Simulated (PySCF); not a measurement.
Potential energy of AlBr along the bond

Set-up: PySCF, no relativity, basis sets Al def2-TZVPP, Br def2-TZVPP. Energies in eV from Al + Br in their ground configurations at the same level. State: ¹Σ⁺ (singlet), closed shell.

All columns are PBE0. A positive dipole means Al(−)Br(+).

```tsv
R (Å)	E (eV)	μ (D)	Mulliken charge on Al (basis-dependent)	HOMO (eV)	LUMO (eV)	Mayer bond order	⟨S²⟩
2.000	-3.798	0.37	0.05	-6.33	-1.31	1.42	0.00
2.093	-4.258	-0.20	0.13	-6.52	-1.45	1.34	0.00
2.186	-4.505	-0.80	0.20	-6.70	-1.59	1.26	0.00
2.256	-4.590	-1.26	0.24	-6.83	-1.69	1.20	0.00
2.326	-4.611	-1.73	0.29	-6.95	-1.79	1.14	0.00
2.396	-4.584	-2.21	0.33	-7.06	-1.89	1.09	0.00
2.489	-4.493	-2.85	0.38	-7.18	-2.03	1.03	0.00
2.605	-4.319	-3.65	0.42	-7.28	-2.19	0.97	0.00
2.745	-4.059	-4.59	0.47	-7.33	-2.38	0.91	0.00
2.931	-3.674	-5.80	0.51	-7.09	-2.63	0.84	0.00
```

A fit through these points gives, at Re = 2.318 Å, μ = -1.68 D and dμ/dR = -6.80 D/Å; the reduced mass is 20.11 u.

Problem. How strong is the fundamental in the double-harmonic approximation, I = 42.26·(dμ/dR)²/μred km/mol?

Solution. I = 42.26·(-6.80)²/20.11 = 97.2 km/mol at PBE0.
